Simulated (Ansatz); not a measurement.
Born–Oppenheimer molecular dynamics of CH9NSi3 (14 atoms, charge 0, multiplicity 1). It starts from a relaxed structure.

All numbers below come from RKS BHLYP/STO-3G in Ansatz.

* ensemble: NVT, Nosé–Hoover chain
* time step: 0.25 fs
* steps asked: 150
* set temperature: 500 K
* thermostat: time constant 100 fs, chain length 3 (defaults)
* temperature schedule: 37 steps to 500 K, then 113 steps to 1000 K
* seed: 647741

Frames 2.5 fs apart, positions in Å, forces in eV/Å.

Velocities at 5 fs (Å/ps):

```
N 0.53 0.00 0.22
Si 0.89 2.25 0.28
C -1.68 -7.02 -2.95
Si -1.08 0.20 0.55
Si -0.12 -0.83 -1.33
H -31.99 -9.17 13.72
H 0.98 19.54 31.52
H 5.64 25.41 -10.71
H -2.19 7.51 -18.80
H 20.07 -22.05 34.84
H -5.42 17.76 1.24
H 20.64 -3.74 -19.90
H 12.84 10.62 22.28
H 0.52 -7.28 -7.98
```

```xyz
14
Properties=species:S:1:pos:R:3:forces:R:3 time_fs=5 energy_less_start_eV=0.303 T=305
N -0.861 2.284 0.334 -0.46 0.18 1.02
Si -0.604 0.589 0.652 -0.80 -0.75 -0.25
C -0.967 -0.559 -0.863 -0.71 2.22 -0.54
Si 0.545 -1.634 -0.821 -0.53 -1.57 1.27
Si 1.441 -0.377 0.807 0.19 0.49 -0.23
H -0.924 2.774 1.262 0.17 0.11 -1.02
H -0.193 2.790 -0.263 0.26 0.09 0.05
H -1.522 0.391 1.775 0.56 -0.20 -0.46
H -1.994 -0.935 -0.965 0.66 -0.57 0.60
H -0.897 0.071 -1.757 0.19 0.13 0.23
H 0.108 -2.951 -0.387 0.52 0.27 -0.26
H 1.268 -1.725 -2.030 0.19 -0.09 -0.61
H 1.852 -0.891 2.065 -0.08 -0.45 0.31
H 2.571 0.399 0.377 -0.16 0.14 -0.11
14
Properties=species:S:1:pos:R:3:forces:R:3 time_fs=7.5 energy_less_start_eV=0.500 T=179
N -0.861 2.285 0.337 -0.48 0.34 0.85
Si -0.602 0.594 0.652 -0.13 -0.80 -1.27
C -0.973 -0.572 -0.869 0.00 1.24 1.91
Si 0.542 -1.635 -0.819 0.68 -0.95 -0.45
Si 1.441 -0.378 0.804 0.52 0.11 0.92
H -0.999 2.753 1.262 0.09 0.17 -0.73
H -0.179 2.843 -0.188 0.35 -0.02 -0.15
H -1.498 0.445 1.743 -0.18 -0.51 0.47
H -1.984 -0.935 -0.994 0.06 -0.72 0.47
H -0.840 0.042 -1.694 0.19 1.74 -2.06
H 0.108 -2.909 -0.389 0.26 -0.80 0.05
H 1.315 -1.735 -2.081 -0.79 0.04 0.95
H 1.877 -0.873 2.117 -0.46 -0.05 -0.86
H 2.568 0.386 0.353 -0.11 0.21 -0.11
14
Properties=species:S:1:pos:R:3:forces:R:3 time_fs=10 energy_less_start_eV=0.491 T=184
N -0.863 2.287 0.344 0.57 0.52 -0.99
Si -0.601 0.597 0.650 0.14 -0.77 -1.44
C -0.978 -0.578 -0.868 1.20 3.03 -0.18
Si 0.540 -1.638 -0.817 0.89 -0.79 -0.57
Si 1.442 -0.380 0.802 0.47 0.17 0.86
H -1.071 2.744 1.226 -0.33 0.68 0.75
H -0.147 2.892 -0.118 -0.29 -0.74 0.11
H -1.482 0.470 1.736 -0.48 -0.63 0.82
H -1.969 -0.976 -0.997 -0.23 -0.42 0.14
H -0.777 0.093 -1.724 -0.71 -0.30 0.29
H 0.124 -2.910 -0.389 0.15 -0.99 0.12
H 1.319 -1.744 -2.082 -0.85 0.07 1.06
H 1.877 -0.861 2.123 -0.44 -0.03 -0.92
H 2.558 0.385 0.324 -0.09 0.19 -0.03
14
Properties=species:S:1:pos:R:3:forces:R:3 time_fs=12.5 energy_less_start_eV=0.405 T=240
N -0.863 2.291 0.347 -0.05 0.83 0.18
Si -0.600 0.598 0.645 -0.48 -0.75 -0.23
C -0.978 -0.569 -0.867 0.93 2.89 -1.22
Si 0.540 -1.643 -0.817 -0.13 -1.43 1.14
Si 1.444 -0.381 0.803 0.02 0.62 -0.46
H -1.158 2.768 1.219 -0.06 -0.06 -0.23
H -0.127 2.902 -0.045 0.10 -0.43 -0.21
H -1.489 0.458 1.770 0.14 -0.52 -0.07
H -1.962 -1.040 -0.989 0.46 0.37 0.06
H -0.754 0.134 -1.748 -1.20 -1.33 1.28
H 0.150 -2.964 -0.384 0.30 0.09 -0.17
H 1.277 -1.749 -2.028 0.06 0.00 -0.37
H 1.854 -0.853 2.081 0.01 -0.38 0.19
H 2.542 0.395 0.294 -0.09 0.11 0.11
14
Properties=species:S:1:pos:R:3:forces:R:3 time_fs=15 energy_less_start_eV=0.367 T=266
N -0.863 2.299 0.351 -0.86 0.53 0.97
Si -0.599 0.598 0.639 -0.93 -0.65 0.81
C -0.973 -0.546 -0.871 0.31 0.36 0.59
Si 0.540 -1.651 -0.814 -0.90 -1.48 2.36
Si 1.447 -0.380 0.802 -0.40 0.91 -1.43
H -1.248 2.791 1.201 0.40 -0.55 -0.93
H -0.100 2.889 0.016 0.54 0.12 -0.34
H -1.489 0.416 1.802 0.59 -0.33 -0.80
H -1.931 -1.083 -0.978 0.49 0.76 0.14
H -0.797 0.108 -1.709 -0.64 0.13 -0.72
H 0.193 -3.015 -0.388 0.23 0.81 -0.30
H 1.238 -1.754 -1.996 0.82 -0.05 -1.57
H 1.830 -0.866 2.049 0.36 -0.60 1.02
H 2.521 0.412 0.269 -0.01 0.04 0.22
14
Properties=species:S:1:pos:R:3:forces:R:3 time_fs=17.5 energy_less_start_eV=0.222 T=361
N -0.866 2.308 0.358 0.64 -0.31 -0.74
Si -0.601 0.596 0.634 -0.59 -0.27 0.72
C -0.967 -0.522 -0.872 0.79 -0.93 1.69
Si 0.539 -1.662 -0.806 0.10 -0.51 0.53
Si 1.448 -0.378 0.798 -0.34 0.45 -0.53
H -1.319 2.788 1.138 -0.06 0.28 0.37
H -0.048 2.876 0.060 -0.38 -0.20 0.14
H -1.458 0.353 1.792 0.27 -0.22 -0.56
H -1.878 -1.087 -0.957 -0.68 0.21 0.28
H -0.878 0.089 -1.712 -0.05 1.12 -1.93
H 0.249 -3.023 -0.409 -0.14 0.36 -0.07
H 1.240 -1.760 -2.044 0.13 0.09 -0.24
H 1.825 -0.912 2.068 0.16 -0.10 0.09
H 2.500 0.432 0.258 0.15 0.02 0.25
14
Properties=species:S:1:pos:R:3:forces:R:3 time_fs=20 energy_less_start_eV=0.283 T=323
N -0.867 2.317 0.362 0.84 -0.98 -0.86
Si -0.604 0.594 0.631 0.26 0.37 0.01
C -0.957 -0.500 -0.867 0.49 0.36 -1.54
Si 0.537 -1.674 -0.798 1.20 0.89 -1.59
Si 1.448 -0.375 0.794 -0.15 -0.09 0.54
H -1.392 2.798 1.091 -0.02 0.42 0.48
H -0.015 2.856 0.111 -0.54 0.05 0.27
H -1.413 0.276 1.750 -0.50 -0.26 0.32
H -1.860 -1.075 -0.920 -0.90 0.02 0.44
H -0.964 0.119 -1.804 0.27 -0.79 1.11
H 0.296 -3.013 -0.433 -0.51 -0.63 0.28
H 1.250 -1.762 -2.106 -0.59 0.18 1.23
H 1.828 -0.963 2.092 -0.11 0.47 -0.93
H 2.487 0.453 0.261 0.26 -0.02 0.24
14
Properties=species:S:1:pos:R:3:forces:R:3 time_fs=22.5 energy_less_start_eV=0.361 T=274
N -0.865 2.322 0.364 -0.92 -0.90 0.52
Si -0.606 0.593 0.629 0.64 0.66 -0.01
C -0.945 -0.478 -0.869 -1.33 -0.65 -2.24
Si 0.538 -1.685 -0.792 0.99 1.21 -1.67
Si 1.449 -0.372 0.790 -0.13 -0.03 0.42
H -1.461 2.827 1.065 0.90 -0.43 -0.58
H -0.008 2.840 0.177 0.31 0.68 0.08
H -1.395 0.185 1.725 -0.68 -0.12 0.48
H -1.888 -1.058 -0.857 0.40 0.62 0.39
H -1.033 0.112 -1.845 0.67 -1.02 1.76
H 0.314 -3.034 -0.442 -0.55 -0.50 0.29
H 1.229 -1.754 -2.102 -0.42 0.12 1.08
H 1.827 -0.990 2.067 -0.07 0.49 -0.73
H 2.489 0.473 0.278 0.21 -0.13 0.22
14
Properties=species:S:1:pos:R:3:forces:R:3 time_fs=25 energy_less_start_eV=0.308 T=310
N -0.865 2.322 0.367 0.22 -0.62 -0.02
Si -0.607 0.593 0.626 0.30 0.30 0.67
C -0.938 -0.460 -0.879 -1.36 -2.60 0.97
Si 0.541 -1.692 -0.790 -0.40 0.63 0.12
Si 1.449 -0.369 0.787 -0.32 0.54 -0.66
H -1.485 2.837 1.014 0.26 -0.21 0.06
H 0.010 2.859 0.248 -0.23 0.14 0.09
H -1.413 0.088 1.722 -0.10 0.41 -0.32
H -1.897 -1.009 -0.772 0.65 0.43 0.07
H -1.065 0.054 -1.799 0.49 0.71 -1.08
H 0.300 -3.080 -0.436 -0.33 0.57 0.02
H 1.187 -1.740 -2.042 0.49 -0.03 -0.59
H 1.822 -0.989 2.003 0.23 -0.06 0.52
H 2.503 0.485 0.308 0.09 -0.23 0.15
14
Properties=species:S:1:pos:R:3:forces:R:3 time_fs=27.5 energy_less_start_eV=0.481 T=200
N -0.865 2.321 0.369 1.57 -0.41 -0.58
Si -0.607 0.593 0.625 0.18 0.00 0.88
C -0.938 -0.453 -0.887 0.10 -2.13 1.87
Si 0.543 -1.699 -0.788 -1.28 0.51 1.08
Si 1.448 -0.365 0.783 -0.36 0.72 -0.99
H -1.497 2.837 0.968 -0.76 0.22 0.83
H 0.015 2.885 0.325 -0.62 -0.44 -0.04
H -1.438 0.015 1.703 0.29 0.81 -0.71
H -1.876 -0.938 -0.683 -0.53 -0.51 -0.26
H -1.069 0.032 -1.806 0.23 0.97 -1.61
H 0.267 -3.097 -0.427 -0.12 0.95 -0.11
H 1.172 -1.726 -2.014 0.94 -0.14 -1.48
H 1.831 -0.992 1.968 0.32 -0.36 1.13
H 2.523 0.484 0.347 0.05 -0.19 -0.01
14
Properties=species:S:1:pos:R:3:forces:R:3 time_fs=30 energy_less_start_eV=0.448 T=223
N -0.859 2.317 0.370 -0.41 0.23 0.51
Si -0.607 0.594 0.625 0.61 0.13 0.30
C -0.938 -0.457 -0.886 0.09 -0.21 -0.96
Si 0.542 -1.704 -0.784 -0.53 1.23 -0.67
Si 1.447 -0.359 0.777 0.11 -0.02 0.35
H -1.541 2.841 0.960 0.15 -0.71 -0.15
H -0.009 2.892 0.400 0.39 0.02 -0.13
H -1.449 -0.012 1.645 0.04 0.70 -0.17
H -1.881 -0.893 -0.610 -0.64 -0.73 -0.79
H -1.056 0.055 -1.887 0.28 -0.75 1.62
H 0.225 -3.062 -0.423 -0.10 0.20 0.04
H 1.206 -1.721 -2.059 0.07 -0.19 0.13
H 1.856 -1.011 1.990 -0.13 0.16 0.10
H 2.546 0.472 0.386 0.06 -0.06 -0.19
14
Properties=species:S:1:pos:R:3:forces:R:3 time_fs=32.5 energy_less_start_eV=0.560 T=153
N -0.855 2.315 0.373 -0.76 0.42 0.68
Si -0.605 0.595 0.626 1.16 0.40 -0.76
C -0.938 -0.462 -0.889 -0.80 -0.51 -0.36
Si 0.541 -1.707 -0.781 0.20 2.04 -2.04
Si 1.445 -0.353 0.772 0.58 -0.63 1.43
H -1.581 2.808 0.948 0.44 -0.74 -0.36
H -0.015 2.897 0.468 0.41 0.08 -0.08
H -1.460 0.001 1.580 -0.54 0.24 0.77
H -1.917 -0.888 -0.585 0.62 -0.25 -1.33
H -1.029 0.044 -1.891 0.04 -0.68 1.51
H 0.176 -3.016 -0.417 -0.17 -0.74 0.25
H 1.246 -1.727 -2.100 -0.64 -0.22 1.35
H 1.874 -1.021 2.020 -0.51 0.58 -0.77
H 2.572 0.457 0.414 -0.02 0.01 -0.29
```

Of the whole run (38 fs, mean temperature of the second half 253 K): The conserved energy stayed within 0.083 meV per atom of its start (net change 0.028 meV per atom), so the integration is sound. The schedule's set-point averaged 834 K over the second half and the system 253 K, so it lags behind the ramp. A run of 0.037 ps of so small a system gives no equilibrium averages. Limits of this set-up: minimal basis.

The run took 4.9 min on 1 thread of Arm Neoverse V2, on a shared host, peak memory 0.1 GiB.
